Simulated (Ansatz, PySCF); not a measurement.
Species: C3H8GeI, net charge 0, doublet state. SMILES: [CH2][Ge]([CH3])([CH3])[I]
Coordinates optimised at B3LYP-D3(BJ)/def2-TZVP (Ansatz, a quantum-chemistry and plane-wave program):
```xyz
13

C     -0.0155     1.8304     1.6532
Ge    -0.2681     0.0208     1.0703
C     -2.1430    -0.5347     1.1574
C      0.9622    -1.2229     1.9485
I      0.3680     0.0078    -1.4375
H      0.9518     2.1935     1.9788
H     -0.7893     2.5793     1.5352
H     -2.4664    -0.5722     2.1987
H     -2.7658     0.1744     0.6144
H     -2.2583    -1.5205     0.7098
H      1.9879    -0.8792     1.8255
H      0.8663    -2.2130     1.5059
H      0.7282    -1.2802     3.0126
```
Charge 0, spin multiplicity 2.

Quantity: size of the dipole moment, in D. Conventions: 6-31G* and kin with 6d, 5d where marked; STO-3G and 3-21G all-electron and non-relativistic; LANL2DZ with its own core potentials from Na on; spin-orbit terms left out; dispersion terms only where a functional's name holds one; def2 sets with scalar-relativistic core potentials past Kr; UHF or UKS for open shells. First-principles rows: single points at B3LYP-D3(BJ) geometries (Ansatz).

```
level                                    program  size of the dipole moment (D)
---------------------------------------  -------  -----------------------------
PBE/STO-3G                                Ansatz                           2.77
PBE/3-21G                                 Ansatz                           3.08
PBE/LANL2DZ                               Ansatz                           3.07
PBE/def2-SVP                              Ansatz                           2.76
PBE/6-31G* with LANL2DZ past Ar           Ansatz                           3.31
BLYP/6-31G* with LANL2DZ past Ar          Ansatz                           3.26
BP86/def2-SVP                              PySCF                           2.82
BP86/6-31G* with LANL2DZ past Ar (5d)      PySCF                           3.33
B3LYP/3-21G                               Ansatz                           3.21
B3LYP/LANL2DZ                             Ansatz                           3.20
B3LYP/def2-SVP                            Ansatz                           2.88
B3LYP/6-31G* with LANL2DZ past Ar         Ansatz                           3.42
M06-2X/6-31G* with LANL2DZ past Ar (5d)    PySCF                           3.55
```

No value to compare with is used here. The 13 habitual levels span 2.76 (PBE/def2-SVP) to 3.55 D (M06-2X/6-31G* with LANL2DZ past Ar (5d)).

The levels are drawn from those run, B3LYP/6-31G* more often than the rest, none by its result; left out are runs that failed, that the program found above a lower state of the same kind, or whose <S^2> lies over 0.5 above the pure value.
